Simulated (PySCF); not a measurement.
## Stationary points of IOF₃

Level of theory: PBE0 in PySCF with I def2-SVP with ECP28, O def2-SVP, F def2-SVP; scalar-relativistic core potentials, no spin–orbit coupling; density-fitted integrals.

Relaxations began from a few typed shapes. The search is not exhaustive: other isomers or separated fragments can lie lower, and high-lying points may rest on an excited occupation.

```json
{"spin": "singlet", "group": "Cs", "bonds": "I–F 1.907 Å, I–F 1.943 Å (×2), I–O 1.768 Å", "angles": "F–I–F 84.0° (×2), F–I–F 166.6°, F–I–O 94.5° (×2), F–I–O 106.0°", "imaginary modes (cm⁻¹)": "none", "ΔE (kJ/mol)": "0.0", "ΔE with ZPE (kJ/mol)": "0.0"}
{"spin": "singlet", "group": "C3v", "bonds": "I–F 1.965 Å (×3), I–O 1.763 Å", "angles": "F–I–F 119.7° (×3), F–I–O 93.1° (×3)", "imaginary modes (cm⁻¹)": "2 found", "ΔE (kJ/mol)": "66.3", "ΔE with ZPE (kJ/mol)": "–"}
{"spin": "singlet", "group": "C2v", "bonds": "I–F 1.962 Å (×2), I–F 2.013 Å, I–O 1.823 Å", "angles": "F–I–F 87.7° (×2), F–I–F 175.4°, F–I–O 92.3° (×2), F–I–O 180.0°", "imaginary modes (cm⁻¹)": "400i, 24i", "ΔE (kJ/mol)": "185.8", "ΔE with ZPE (kJ/mol)": "–"}
```

The lowest minimum found is the singlet Cs: I–F 1.907 Å, I–F 1.943 Å (×2), I–O 1.768 Å; F–I–F 84.0° (×2), F–I–F 166.6°, F–I–O 94.5° (×2), F–I–O 106.0°.

Counting electrons, iodine keeps 2 of its valence electrons outside its bonds, so the VSEPR class is AX4E1 and the expected shape is see-saw; with unlike ligands the computed point group is Cs.
